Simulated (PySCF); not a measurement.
Electron correlation in Pt⁺ (platinum, charge +1)

[Xe] 4f14 5d8 6p1, one real determinant (an excited configuration). Calculation: PySCF 2.14, in aug-cc-pVDZ-PP with ECP60MDF (5s5p4d2f, 54 functions); a scalar-relativistic core potential. Frozen: 5s2 5p6; 9 electrons correlated.

| level | correlation energy (mhartree) |
| --- | --- |
| CCSD | -186.61 |
| (T) | -5.91 |
| CCSD(T) | -192.52 |

Diagnostics: T1 = 0.014, D1 = 0.0493, largest double amplitude 0.064.

The real determinant used has ⟨L²⟩ near 14 against 20 for a pure G term, so it mixes terms. Spin-orbit coupling, absent here, splits the open shell strongly.

Cost of the coupled-cluster step: about 5 core-seconds, for 9 correlated electrons.

The reference is one real determinant that mixes LS terms of this configuration.
